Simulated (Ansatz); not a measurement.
Basis-set extrapolation for C$_{2}$H$_{6}$AlClSi (`[Cl][Al]1[CH2]C[SiH2]1`) (PBE0-D4/def2-TZVP geometry, frozen core, Ansatz). Multiplicity 1, RHF reference.

|  | def2-TZVPP | def2-QZVPP |
| --- | --- | --- |
| HF | -1069.685723 | -1069.717248 |
| MP2 correlation | -0.725797 | -0.781489 |
| CCSD(T) correlation | -0.818771 | not run |

Energies in hartree. Use E(X) = E(∞) + A·exp(−7.88·√X) for Hartree–Fock and E(X) = E(∞) + B·X^(−2.97) for correlation, with X = 3 and 4, and add CCSD(T) minus MP2 of the smaller set to the MP2 limit.

Problem. What is the CCSD(T) energy at the basis-set limit?

Solution. HF limit: -1069.717248 + (-0.031525) × 0.13774 = -1069.72159. MP2 limit: -0.781489 + (-0.055692) × 0.74074 = -0.82274. Higher-order term: -0.818771 − (-0.725797) = -0.09297. Total: -1070.63730 hartree, 348.7 kJ/mol below CCSD(T)/def2-TZVPP.
